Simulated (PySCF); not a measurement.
Ligands exchanged one at a time, Al H-OH. Gas-phase values, no solvent. One relaxed conformer stands for each flexible species; it need not be the lowest. Strings in code marks are SMILES.

The four lowest singlet excitations (Tamm–Dancoff). Level of theory: TPSSh-D3(BJ)/def2-TZVP (PySCF 2.14.0). Excitations are Tamm–Dancoff values on a coarser integration grid. The basis has no diffuse functions, so Rydberg states are missing or too high.

```
state  energy (eV)  wavelength (nm)  oscillator strength
-----  -----------  ---------------  -------------------
S1            6.66              186                0.000
S2            6.66              186                0.000
S3            7.51              165                0.066
S4            7.51              165                0.066
```

Which member gives these states?
A. `[OH][AlH2]`
B. `[OH][Al]([OH])[OH]`
C. `[OH][AlH][OH]` (H–O–Al–O torsion 0°, O–Al–O–H torsion 1°)

B, `[OH][Al]([OH])[OH]`
